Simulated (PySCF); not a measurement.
PySCF input file for C6H3F7O2, SMILES O(C(=O)C(F)=C)C(C(F)(F)F)C(F)(F)F, PBE0/pcSseg-1. Geometry: PBE-D3(BJ)/def2-SVP. Other conformers were not sampled.

```python
import numpy as np
from pyscf import gto, scf, dft
from pyscf.prop.nmr import rks as nmr

mol = gto.M(
    atom='''
    C     4.19182916    0.33774673   -0.00000000
    C     2.98188701   -0.24695711    0.00000000
    F     2.82565867   -1.57608070   -0.00000000
    C     1.71865319    0.55059391    0.00000000
    O     1.66476969    1.76192529   -0.00000000
    O     0.62410010   -0.27603022   -0.00000000
    C    -0.63875104    0.37093157   -0.00000001
    C    -1.36978338   -0.01277054    1.29756225
    F    -1.59761461   -1.33354235    1.38378399
    F    -2.55051028    0.63126495    1.37665330
    F    -0.61206043    0.35438781    2.35165567
    C    -1.36978337   -0.01277054   -1.29756225
    F    -2.55051028    0.63126494   -1.37665330
    F    -1.59761461   -1.33354235   -1.38378398
    F    -0.61206043    0.35438781   -2.35165567
    H     4.24918518    1.43370361    0.00000000
    H     5.10839922   -0.26761470    0.00000000
    H    -0.50044436    1.47284536   -0.00000000
    ''',
    basis='pcSseg-1',
    charge=0,
    spin=0,
    max_memory=1600,
    verbose=3,
)
mf = dft.RKS(mol, xc='pbe0').density_fit(auxbasis='def2-universal-jkfit')
mf.grids.level = 3
mf.conv_tol = 1e-10
mf.max_cycle = 100
mf.kernel()
n = nmr.NMR(mf)
n.verbose = 2
n.max_cycle_cphf = 60
sigma = n.kernel()
print('atom   isotropic/ppm   span/ppm')
for i, s in enumerate(sigma):
    w = np.linalg.eigvalsh((s + s.T) / 2)
    print(f'{mol.atom_symbol(i):2s}{i + 1:3d} {w.mean():14.3f} {w[2] - w[0]:11.3f}')
```

It prints:

```
converged SCF energy = -1078.6250565385
atom   isotropic/ppm   span/ppm
C   1         64.625     210.247
C   2         20.615     154.354
F   3        289.566     182.931
C   4         16.492     156.487
O   5        -82.501     640.862
O   6        132.309     260.066
C   7        113.938      33.874
C   8         53.455      12.380
F   9        254.927     162.324
F  10        249.889     166.528
F  11        248.082     175.562
C  12         53.455      12.380
F  13        249.889     166.528
F  14        254.927     162.324
F  15        248.082     175.561
H  16         24.621       6.747
H  17         25.175       6.878
H  18         25.336       4.750
```

The run converged.
